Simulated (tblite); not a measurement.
Isomers of C4H12GeSi. All values are computed: GFN2-xTB (tblite) harmonic vibrations without scaling, gas phase. This tight-binding method is rough: wavenumbers can miss measured ones by several per cent, in bad cases by 10 to 20. Modes of hydrogen on germanium and silicon can be 10 to 20 % off. One conformer each.

Electronic energies: GFN2-xTB at the same geometries; isomer energies are rough at this level and their order can be wrong.

```
                       SMILES  electronic energy, lowest = 0 (kJ/mol)
  C=[C](C)[Ge@H]([CH3])[SiH3]                                    58.1
        [SiH3][GeH2][CH]1CCC1                                     1.1
     C=CC[C@@H]([SiH3])[GeH3]                                    86.4
[SiH3][CH2][GeH]1[CH2]C[CH2]1                                    80.6
           [GeH3][SiH2]C1CCC1                                     0.0
```

Q: How do GFN2-xTB zero-point energies change the relative energies?

A: 
| SMILES | ZPE (kJ/mol) | of it from modes above 1550 cm⁻¹ | electronic (kJ/mol) | with ZPE, lowest = 0 (kJ/mol) | lowest mode (cm⁻¹) | rings |
| --- | --- | --- | --- | --- | --- | --- |
| [GeH3][SiH2]C1CCC1 | 362.9 | 186.7 | 0.0 | 0.4 | 56 | 1 |
| [SiH3][GeH2][CH]1CCC1 | 361.4 | 187.5 | 1.1 | 0.0 | 44 | 1 |
| C=[C](C)[Ge@H]([CH3])[SiH3] | 355.2 | 205.9 | 58.1 | 50.8 | 17 | 0 |
| [SiH3][CH2][GeH]1[CH2]C[CH2]1 | 361.6 | 193.8 | 80.6 | 79.6 | 36 | 1 |
| C=CC[C@@H]([SiH3])[GeH3] | 347.1 | 194.4 | 86.4 | 71.0 | 47 | 0 |

The zero-point energies span 15.8 kJ/mol, from `C=CC[C@@H]([SiH3])[GeH3]` to `[GeH3][SiH2]C1CCC1`. With it `[SiH3][GeH2][CH]1CCC1` becomes the lowest.

Q: What do entropy and thermal enthalpy add at 298.15 K and 1 bar (rigid rotor, harmonic oscillator, one conformer each)?

A: 
```
                       SMILES  point group  symmetry number  S (J/(mol K))  H − H(0) (kJ/mol)  ZPE + H − H(0) − TS (kJ/mol)
           [GeH3][SiH2]C1CCC1           Cs                1          399.8              26.91                         270.6
        [SiH3][GeH2][CH]1CCC1           Cs                1          407.3              27.60                         267.5
[SiH3][CH2][GeH]1[CH2]C[CH2]1           C1                1          411.8              28.18                         267.0
     C=CC[C@@H]([SiH3])[GeH3]           C1                1          421.7              29.67                         251.1
```

Not tabulated: `C=[C](C)[Ge@H]([CH3])[SiH3]` (lowest mode only 17 cm⁻¹).
